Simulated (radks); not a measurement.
Values are calculated unless marked as measured or tabulated.
Question: These are the eigenvalues of the occupied orbitals of an atom or ion with whole-number occupations (eV). Level of theory: scalar-relativistic Kohn-Sham, LDA (Slater exchange, Perdew-Wang correlation), spin-polarised, spherical densities, finite nucleus; Fermi nuclear charge, rms radius of each element as measured or else 0.836 A^(1/3) + 0.57 fm (a radial shooting solver on a logarithmic mesh with Libxc functionals).

| orbital | eigenvalue |
|---|---|
| 1s up | -554.2449 |
| 1s down | -552.2091 |
| 2s up | -59.7058 |
| 2s down | -55.2427 |
| 2p up | -45.1395 |

Which element is it, and in what charge state? The configuration may be excited. Open shells, if any, are filled with parallel spins first.

Answer: Z = 8, oxygen, charge +2: O2+ in [He] 2s2 2p2. The list shows which subshells hold electrons but not how many an open one holds; the 1s level, -20.368 hartree, gives Z - s = 6.4 by -(Z - s)^2/2, which with screening and relativity narrows Z to a few neighbours, and the depths of the outer levels then fix element, charge and occupations together.
